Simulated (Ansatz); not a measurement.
Input file for Ansatz (an electronic-structure program): R-CCSD(T)/cc-pV(T+d)Z on H2 (SMILES [H][H]). The basis file is the Basis Set Exchange's JSON of that set.

Ansatz 0.2 input:
```yaml
crystal:
  periodic: [false, false, false]
  atoms:
    - {symbol: H, position_ang: [0.00000000, 0.00000000, 0.37198582]}
    - {symbol: H, position_ang: [-0.00000000, -0.00000000, -0.37198582]}
basis:
  gaussian:
    orbitals: cc-pV_T+d_Z.json
magnetization: {spin_polarized: false}
correlation: {method: ccsd_t, electrons: outside_noble_gas}
scf: {lower_state_search: off}
```

It printed:

```
WARN ansatz: RAYON_NUM_THREADS=4 ignored (pool sized by the plan → 4); use --threads N
Functional definition: HF
these checks for a lower state are left out or cut short: stability, starts, cluster_reference, orbital_swaps, neighbouring_geometries, increment
integrals: 0.00 GiB planned
145 factors; integrals over basis functions are off by at most 7.3e-4 eV
mean field: 0.04 GiB planned
mean field evaluation 1: about -30.7506 eV, gradient 3.7e0 eV
mean field evaluation 2: about -30.7488 eV, gradient 3.6e0 eV
mean field evaluation 4: about -30.8286 eV, gradient 5.9e-2 eV
mean field evaluation 8: about -30.8285 eV, gradient 1.8e-7 eV
mean field -30.82847869 eV, -1.1329256957 hartree, gradient 4.3e-7 eV, S^2 0.000000; 0 other end points of the search recorded, 0 dependent functions left out
reference -30.82847869 eV, -1.1329256957 hartree; 1, 1 occupied and 27, 27 virtual orbitals, 145 factors
second order -0.86234553 eV of doubles, -0.00000000 eV of singles
coupled cluster: 0.05 GiB planned
cycle   1  -1.00683440 eV  change   -1.4e-1 eV  update   2.6e-2
cycle   2  -1.07129108 eV  change   -6.4e-2 eV  update   9.0e-3
cycle   3  -1.07248179 eV  change   -1.2e-3 eV  update   1.1e-3
cycle   4  -1.07243558 eV  change    4.6e-5 eV  update   1.4e-4
cycle   5  -1.07239043 eV  change    4.5e-5 eV  update   1.6e-5
cycle   6  -1.07239780 eV  change   -7.4e-6 eV  update   2.7e-6
cycle   7  -1.07239706 eV  change    7.3e-7 eV  update   4.1e-7
perturbative correction 0.00000000 eV, 0.0000000000 hartree
Total energy: -31.90087576 eV, -1.1723355608 hartree
Checks for a lower state left out: stability, starts, cluster_reference, orbital_swaps, neighbouring_geometries, increment
```

The run converged.

Cost: about 0.3 core-seconds (a rough figure).
